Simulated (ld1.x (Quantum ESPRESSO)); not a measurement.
## Which change was made? (Sb, PAW)

ld1.x (Quantum ESPRESSO) 7.5 input, shortened:

```
&input
   title='Sb', zed=51., rel=1, dft='PW91', iswitch=3,
   config='[Kr] 4d10 4f-2 5s2 5p3'
 /
 &inputp
   pseudotype=3, lpaw=.true., tm=.true., lloc=-1, rcloc=1.60,
   nlcc=.true., new_core_ps=.true., rcore=1.20,
   which_augfun='BG', rmatch_augfun=0.90
 /
7
5S  1  0   2.00   0.00  1.50  2.10  0.0
5S  1  0   0.00  -0.15  1.50  2.10  0.0
5P  2  1   3.00   0.00  2.00  2.65  0.0
5P  2  1   0.00   0.10  2.00  2.65  0.0
4D  3  2  10.00   0.00  1.10  1.30  0.0
4D  3  2   0.00   1.20  1.10  1.30  0.0
4F  4  3  -2.00   0.40  1.80  2.30  0.0
 &test
   configts(1)='4d10 5s2 5p3'
 /
```

Cutoffs, loose and tight: the cutoffs (Ry, on a coarse ladder) from which the occupation-weighted sum of valence levels, in a spherical-Bessel basis at the reference potential, stays within 10 and 1 mRy of its value at 400 Ry. They do not see the model core or the augmentation charge, which bear on the density cutoff. Test errors are all-electron minus pseudo excitation energies from the reference, over the configurations 4d10 5s2 5p2; 4d10 5s2 5p1; 4d10 5s2 5p0; 4d10 5s2 5p2.5; 4d9 5s2 5p4; 4d10 5s1 5p3; 4d10 5s2 5p3.3; variants that change the core or the reference have their own tests. The largest error is taken over the tests solved by every variant that gives reliable tests at all, those not shown here included: 4d10 5s2 5p0; 4d10 5s2 5p1; 4d10 5s2 5p2; 4d10 5s2 5p2.5.

The base gives: outcome: generated; cutoff, loose: 90 Ry; cutoff, tight: 160 Ry; bound ghosts: s; largest test error (meV): +28.

After one change the result is: outcome: generated; cutoff, loose: 90 Ry; cutoff, tight: 160 Ry; bound ghosts: s; largest test error (meV): +431. Which change was it?
A. wave 4d channel at 1.2 Ry: rcut 1.10, rcutus 1.30 bohr becomes 4d channel at -1.77 Ry: rcut 1.10, rcutus 1.30 bohr
B. functional BP86
C. waves 4d (bound): rcut 1.10, rcutus 1.72 bohr; 4d channel at 1.2 Ry: rcut 1.10, rcutus 1.72 bohr

A. The others give: functional BP86 → outcome: generated; cutoff, loose: 90 Ry; cutoff, tight: 160 Ry; bound ghosts: s; largest test error (meV): +21 | waves 4d (bound): rcut 1.10, rcutus 1.72 bohr; 4d channel at 1.2 Ry: rcut 1.10, rcutus 1.72 bohr → outcome: generated; cutoff, loose: 40 Ry; cutoff, tight: 80 Ry; bound ghosts: s; largest test error (meV): -42.
